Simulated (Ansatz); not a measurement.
Frontier orbitals of C$_{3}$H$_{8}$OSi (`CO/C=C/[SiH3]`).

The species carries charge 0 and has multiplicity 1. The structure was optimised at the PBE0-D4/def2-TZVP level. It is one conformer, not always the lowest. Basis def2-TZVPP, the Gaussian-basis code of Ansatz.

```json
{"functional": "PBE", "HOMO (eV)": "-5.79", "LUMO (eV)": "-0.73", "gap (eV)": "5.06"}
{"functional": "PBE0", "HOMO (eV)": "-6.95", "LUMO (eV)": "0.27", "gap (eV)": "7.22"}
{"functional": "HSE06 (plane-wave form)", "HOMO (eV)": "-6.55", "LUMO (eV)": "-0.11", "gap (eV)": "6.44"}
{"functional": "CAM-B3LYP", "HOMO (eV)": "-8.25", "LUMO (eV)": "1.43", "gap (eV)": "9.68"}
{"functional": "ωB97M-V", "HOMO (eV)": "-9.15", "LUMO (eV)": "2.37", "gap (eV)": "11.52"}
```

A quarter of exact exchange (PBE0) shifts PBE's HOMO by −1.16 eV and its LUMO by +1.00 eV; full exchange at long range (ωB97M-V) shifts them by −3.36 and +3.10 eV. The gap opens from 5.06 to 11.52 eV, since occupied levels lose self-interaction and empty ones feel all the electrons. A positive LUMO is unbound and depends on the basis.
